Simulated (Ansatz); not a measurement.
F₂H₄O₂Si₂ (`O[SiH](F)O[SiH2]F`). The species carries charge 0 and has multiplicity 1. The geometry is a stationary point of PBE0-D4/def2-TZVP. It is one conformer, not always the lowest.

```xyz
10

O    -1.452    0.447    1.426
Si   -1.445    0.030   -0.140
F    -1.799    1.280   -1.054
O     0.016   -0.500   -0.622
Si    1.612   -0.377   -0.368
F     1.838    0.603    0.877
H    -0.744    0.991    1.776
H    -2.459   -1.006   -0.346
H     2.166   -1.697   -0.008
H     2.270    0.230   -1.542
```

**Question.** What is the dipole moment at B3LYP/def2-TZVPP? (Estimate.)

**Answer.** Ansatz gave: 1.52 D, with components (1.29, -0.80, -0.02) D in this frame, pointing from negative to positive charge.

**Question.** And with PBE, r2SCAN, ωB97M-V? (Estimate.)

**Answer.** Ansatz gave: PBE 1.41 D, r2SCAN 1.45 D, ωB97M-V 1.50 D.

**Question.** Give the Mulliken charges with B3LYP, PBE, r2SCAN in def2-TZVPP. (Best estimate.)

**Answer.** Ansatz gave: 
```json
{"atom": "O1", "B3LYP": "-0.38", "PBE": "-0.34", "r2SCAN": "-0.40"}
{"atom": "Si2", "B3LYP": "0.77", "PBE": "0.64", "r2SCAN": "0.78"}
{"atom": "F3", "B3LYP": "-0.31", "PBE": "-0.27", "r2SCAN": "-0.31"}
{"atom": "O4", "B3LYP": "-0.37", "PBE": "-0.29", "r2SCAN": "-0.40"}
{"atom": "Si5", "B3LYP": "0.66", "PBE": "0.57", "r2SCAN": "0.69"}
{"atom": "F6", "B3LYP": "-0.34", "PBE": "-0.29", "r2SCAN": "-0.34"}
{"atom": "H7", "B3LYP": "0.20", "PBE": "0.20", "r2SCAN": "0.21"}
{"atom": "H8", "B3LYP": "-0.08", "PBE": "-0.08", "r2SCAN": "-0.08"}
{"atom": "H9", "B3LYP": "-0.07", "PBE": "-0.07", "r2SCAN": "-0.08"}
{"atom": "H10", "B3LYP": "-0.07", "PBE": "-0.07", "r2SCAN": "-0.08"}
```

B3LYP here is the variant with VWN-RPA as its local correlation; programs differ in this.
